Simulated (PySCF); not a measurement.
C₆H₄Cl, SMILES c1c(c[c]cc1)Cl, multiplicity 2. Atoms are numbered in the order given.

```xyz
11

Cl    -0.0648     2.2231     0.0000
C      0.0244     0.4776     0.0000
C      1.2836    -0.1470     0.0000
C      1.2657    -1.5244     0.0000
C      0.1476    -2.3312     0.0000
C     -1.0926    -1.6697     0.0000
C     -1.1567    -0.2733     0.0000
H      2.2001     0.4464     0.0000
H      0.2061    -3.4223     0.0000
H     -2.0186    -2.2512     0.0000
H     -2.1181     0.2413     0.0000
```
Charge 0, spin multiplicity 2.

Geometry optimised at B3LYP-D3(BJ)/def2-SVP. The isomer is the one that the SMILES or the coordinates give; other isomers of the formula were not compared.

These are PBE0/def2-TZVP run with PySCF values and carry that method's errors.

ESP charges are fitted to the potential on shells at 1.4 to 2.0 van der Waals radii. Atomic charges (e):

```json
[
 {"atom": "Cl1", "ESP fit": "-0.09", "Mulliken": "-0.11", "Mulliken spin": "0.02"},
 {"atom": "C2", "ESP fit": "[?]", "Mulliken": "0.16", "Mulliken spin": "0.07"},
 {"atom": "C3", "ESP fit": "-0.08", "Mulliken": "-0.19", "Mulliken spin": "-0.06"},
 {"atom": "C4", "ESP fit": "[?]", "Mulliken": "0.02", "Mulliken spin": "0.96"},
 {"atom": "C5", "ESP fit": "[?]", "Mulliken": "-0.16", "Mulliken spin": "-0.06"},
 {"atom": "C6", "ESP fit": "-0.17", "Mulliken": "-0.09", "Mulliken spin": "0.07"},
 {"atom": "C7", "ESP fit": "-0.08", "Mulliken": "-0.18", "Mulliken spin": "-0.05"},
 {"atom": "H8", "ESP fit": "0.15", "Mulliken": "0.15", "Mulliken spin": "0.02"},
 {"atom": "H9", "ESP fit": "[?]", "Mulliken": "0.14", "Mulliken spin": "0.02"},
 {"atom": "H10", "ESP fit": "[?]", "Mulliken": "0.13", "Mulliken spin": "0.01"},
 {"atom": "H11", "ESP fit": "0.13", "Mulliken": "0.14", "Mulliken spin": "0.00"}
]
```

**Question.** What belongs in the gaps? (An estimate is asked for; the answer gives what the named calculation found.)

**Answer.** 
- C2, ESP fit: 0.01
- C4, ESP fit: -0.06
- C5, ESP fit: -0.13
- H9, ESP fit: 0.16
- H10, ESP fit: 0.16

**Question.** Give the Mayer and Wiberg (Löwdin basis) orders of the bonds. (An estimate is asked for; the answer gives what the named calculation found.)

**Answer.** 
| bond | Mayer | Wiberg |
|---|---|---|
| Cl1–C2 | 0.98 | 1.63 |
| C2–C3 | 1.35 | 1.51 |
| C3–C4 | 1.49 | 1.69 |
| C4–C5 | 1.50 | 1.69 |
| C5–C6 | 1.40 | 1.55 |
| C2–C7 | 1.41 | 1.54 |
| C6–C7 | 1.44 | 1.59 |
| C3–H8 | 0.95 | 0.82 |
| C5–H9 | 0.95 | 0.83 |
| C6–H10 | 0.95 | 0.82 |
| C7–H11 | 0.95 | 0.82 |
